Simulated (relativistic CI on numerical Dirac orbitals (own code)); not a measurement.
**Rh¹³⁺: q coefficients and field-shift factors**

Method of calculation: Dirac-Coulomb-Breit CI, orbitals from a KLI potential per configuration, derivatives by finite differences, unscaled Slater integrals, QED left out (own radial code, finite nucleus).

Configuration list (outside the closed core [Ar] 3d10): 4s²4p², 4s4p³, 4p⁴, 4s²4p4d, 4s4p²4d, 4s²4p4f, 4s²4d², 4s4d³. Double excitations out of closed p, d and f shells are left out; levels of such configurations are missing from the list, as are those of other unlisted configurations, and high levels can miss mixing partners.

With x = (α/α₀)² − 1 an excitation energy changes as ω = ω₀ + qx; K = 2q/ω₀ is the relative enhancement. Terms are leading LS components, so labels can repeat. The field-shift factor is F = δν/δ⟨r²⟩ for the transition from the lowest level.

Lowest level 4s²4p² ³P0.

| Level | ω₀ (cm⁻¹) | q (cm⁻¹) | K | F (GHz/fm²) |
| --- | --- | --- | --- | --- |
| 4s²4p² ³P1 | 30103 | 40430 | 2.69 | -0.698 |
| 4s²4p² ³P2 | 42943 | 44280 | 2.06 | -0.76 |
| 4s²4p² ¹D2 | 84844 | 82930 | 1.95 | -1.59 |
| 4s²4p² ¹S0 | 121664 | 81980 | 1.35 | -2.21 |
| 4s4p³ ⁵S°2 | 262061 | 81610 | 0.623 | -53.8 |
| 4s4p³ ³D°1 | 328878 | 72610 | 0.442 | -49.9 |
| 4s4p³ ³D°2 | 331167 | 81590 | 0.493 | -50.3 |
| 4s4p³ ³D°3 | 343572 | 98380 | 0.573 | -50.6 |
| 4s4p³ ³P°0 | 375977 | 98610 | 0.525 | -51.2 |
| 4s4p³ ³P°1 | 380945 | 106200 | 0.558 | -51.1 |
| 4s4p³ ³P°2 | 386102 | 110400 | 0.572 | -49.3 |
| 4s4p³ ¹D°2 | 430859 | 111400 | 0.517 | -41 |
| 4s4p³ ³S°1 | 451832 | 84080 | 0.372 | -52.7 |
| 4s4p³ ¹P°1 | 496887 | 129100 | 0.52 | -50.9 |
| 4s²4p4d ³F°2 | 497620 | 50360 | 0.202 | -0.371 |
| 4s²4p4d ³F°3 | 514411 | 64520 | 0.251 | 1.26 |
| 4s²4p4d ³F°4 | 541936 | 97360 | 0.359 | 0.947 |
| 4s²4p4d ³P°2 | 549772 | 54950 | 0.2 | -5.3 |
| 4s²4p4d ³D°1 | 560833 | 52300 | 0.187 | -2.39 |
| 4s²4p4d ¹D°2 | 581425 | 91570 | 0.315 | -7.9 |
| 4s²4p4d ³P°0 | 585106 | 90600 | 0.31 | -1.96 |
| 4s²4p4d ³P°1 | 591345 | 91820 | 0.311 | -2.9 |
| 4s²4p4d ³D°3 | 595015 | 86180 | 0.29 | -2.17 |

At this charge energies of transitions that change n are usually good to better than 1 %, and those within a shell (Δn = 0) to a few per cent.
